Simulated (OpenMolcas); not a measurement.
Ag5+ among 8 point charges of -1.2 e arranged as a cube (Oh).

| Property | Result |
| --- | --- |
| Program | OpenMolcas 26.06 |
| Method | CASSCF |
| Basis | ANO-RCC-VDZP [6s5p3d1f] |
| Scalar Hamiltonian | DKH2, point nucleus |
| Active space | 6 electrons in 5 orbitals (4d) |
| State averaging | 2S+1 = 5 even, 5 roots; 2S+1 = 3 even, 45 roots; 2S+1 = 1 even, 50 roots |
| Spin-orbit coupling | RASSI with atomic mean-field integrals over the reference wave functions |

All point charges move together. At R = 1.88 Å the first state of the same spin is 3533 cm-1, and at R = 2.03 Å it is 2448 cm-1.

**Question.** A third run gives 5525 cm-1. What distance was it run at?

**Answer.** With a power law R^-n the two known points give n = -ln(2448 / 3533) / ln(2.03 / 1.88) = 4.78. Then R = 1.88 × (3533 / 5525)^(1/4.78) = 1.712 Å. The run was at 1.71 Å, so the estimate is off by +0.002 Å.

An orbital doublet at a regular site is open to a Jahn-Teller distortion, which this geometry leaves out. Without dynamic correlation the repulsion within the d shell is too large (B by tens of per cent), so at a given field states of lower spin stand too high. Point charges give a weaker field than real ligands, and real ions of this kind are as a rule low spin; the high spin found here belongs to the model. The ground term spreads over less than 5000 cm-1, several times less than with real ligands, so orbital moments are less quenched and χT lies further from the spin-only value than at real sites (holds for R = 1.88; R = 2.03). This is an electrostatic model: the charges have no orbitals. No measured value stands beside these numbers.
